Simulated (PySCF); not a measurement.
Computed shifts of a molecule C₃H₈AlCl, PBE/pcSseg-1 (PySCF), GIAO, gas phase, equivalent atoms averaged, in ppm (number of nuclei): ¹³C: 12.8 (1), 12.2 (1), -5.6 (1). ¹H: 1.46 (3), 0.72 (2), 0.09 (3). References: ³⁵Cl against HCl (σ = 936.5 ppm); ¹³C against TMS (σ = 182.0 ppm); ¹H against TMS (σ = 31.49 ppm), references at their B3LYP-D3(BJ)/def2-TZVP geometries, non-relativistic (without spin–orbit terms, shifts of atoms bonded to Cl or Br come out too high). Geometry: B3LYP-D3(BJ)/def2-SVP. The values are those of a single conformer.

### Question
Identify the compound among the candidates.
A. C[CH](C)[AlH][Cl]
B. CC[CH2][AlH][Cl]
C. C[CH2][Al]([CH3])[Cl]

### Answer
C, C[CH2][Al]([CH3])[Cl]
